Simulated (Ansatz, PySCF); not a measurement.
CH3FI2Si, SMILES F[Si](I)(C)I. Atoms are numbered in the order given.

```xyz
8

C     -2.4750    -0.6083     0.3761
Si    -0.6546    -0.3179     0.6065
F     -0.2385    -0.7086     2.1259
I     -0.0918     2.0488     0.2846
I      0.6625    -1.7417    -0.8967
H     -2.7071    -1.6691     0.5593
H     -2.7755    -0.3479    -0.6495
H     -3.0422     0.0149     1.0851
```
Charge 0, spin multiplicity 1.

Geometry: B3LYP-D3(BJ)/def2-SVP. The def2 effective core potentials stand for the cores of I; spin–orbit coupling is left out.

Two levels are set side by side: PBE-D3(BJ)/def2-SVP (Ansatz, a first-principles code) and B3LYP-D3(BJ)/def2-SVP (Ansatz). Each level has its own optimised geometry; the coordinates shown are those of the second. Frequencies come from the Hessian of PySCF at each geometry. Differences are taken from unrounded values.

```
quantity                            B3LYP-D3(BJ)
----------------------------------  ------------
mean bond length (Å)                       1.670
bond C1–Si2 (Å)                            1.858
bond Si2–F3 (Å)                            1.623
bond Si2–I4 (Å)                            2.454
bond Si2–I5 (Å)                            2.454
bond C1–H6 (Å)                             1.101
bond C1–H7 (Å)                             1.100
bond C1–H8 (Å)                             1.101
highest harmonic wavenumber (cm⁻¹)          3148
mean harmonic wavenumber (cm⁻¹)             1021
zero-point energy (kcal/mol)               26.28
```

What does PBE-D3(BJ) give, and how far is it from B3LYP-D3(BJ)? (Estimate from the structure and the level; the computed values follow.)


| quantity | PBE-D3(BJ) | PBE-D3(BJ) minus B3LYP-D3(BJ) |
|---|---|---|
| mean bond length (Å) | 1.677 | 0.006 |
| bond C1–Si2 (Å) | 1.864 | 0.007 |
| bond Si2–F3 (Å) | 1.636 | 0.013 |
| bond Si2–I4 (Å) | 2.456 | 0.002 |
| bond Si2–I5 (Å) | 2.456 | 0.002 |
| bond C1–H6 (Å) | 1.109 | 0.007 |
| bond C1–H7 (Å) | 1.107 | 0.007 |
| bond C1–H8 (Å) | 1.109 | 0.007 |
| highest harmonic wavenumber (cm⁻¹) | 3100 | -49 |
| mean harmonic wavenumber (cm⁻¹) | 995 | -26 |
| zero-point energy (kcal/mol) | 25.62 | -0.67 |

GGA bonds tend to be longer and softer than those of functionals with exact exchange. Differences between two approximate levels are no errors against the true value.
